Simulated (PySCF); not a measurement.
# Bond lengths and vibrations by method: B3H3N cation

Calculated results; nothing here was measured. The program is PySCF 2.14.0, an open-source quantum chemistry code, run on an isolated molecule that a program drew, which may never have been made. The molecule is B3H3N cation (charge +1, singlet), drawn as the SMILES string `B[B+]B=N`.

The geometry was optimised and harmonic frequencies were computed with HF and MP2, all in the cc-pVDZ basis, for the commonest isotopes, with a restricted reference for singlets and an unrestricted one otherwise, and a frozen core in MP2. Each result is a local minimum of its method.

Geometry at the HF minimum:
```xyz
7
B3H3N cation, angstrom
B     0.4876   -1.1480    2.6922
B    -0.2984   -0.0993    1.5704
B    -1.0541    0.9101    0.4910
N    -1.6067    1.6483   -0.2978
H    -0.1602   -2.0133    3.1876
H     1.6393   -0.9544    2.9156
H    -2.0590    2.2529   -0.9440
```

Lengths of the bonds as drawn, in Å (atoms numbered as above):
```
 bond     HF    MP2
B1-B2  1.725  1.716
B2-B3  1.660  1.623
B3-N4  1.214  1.261
B1-H5  1.189  1.199
B1-H6  1.189  1.199
N4-H7  0.994  1.014
```

Rotational constants, in GHz:
| constant | HF | MP2 |
|---|---|---|
| A | 226.2 | 224.8 |
| B | 2.902 | 2.908 |
| C | 2.866 | 2.871 |

Harmonic frequencies in cm^-1, each column in rising order, so a row needn't be the same motion in every method:
| rank | HF | MP2 |
|---|---|---|
| 1 | 138 | 120 |
| 2 | 143 | 123 |
| 3 | 352 | 310 |
| 4 | 398 | 360 |
| 5 | 532 | 543 |
| 6 | 733 | 642 |
| 7 | 746 | 660 |
| 8 | 760 | 719 |
| 9 | 949 | ? |
| 10 | 1111 | 1119 |
| 11 | 1219 | 1160 |
| 12 | 2179 | 1852 |
| 13 | 2744 | 2673 |
| 14 | 2867 | 2793 |
| 15 | 3982 | 3722 |

**Estimate the missing MP2 frequency from the HF column.**

A single factor s that minimises the squared misfit of MP2 against s times HF over the other rows is sum(HF x MP2) / sum(HF^2) = 0.9417, with an rms misfit of 71 cm^-1. For rank 9 it gives 0.9417 x 949 = 894 cm^-1. The calculation gives 913 cm^-1, 19 cm^-1 above the estimate. The drawn bonds are on average 0.8 % longer in MP2 than in HF.
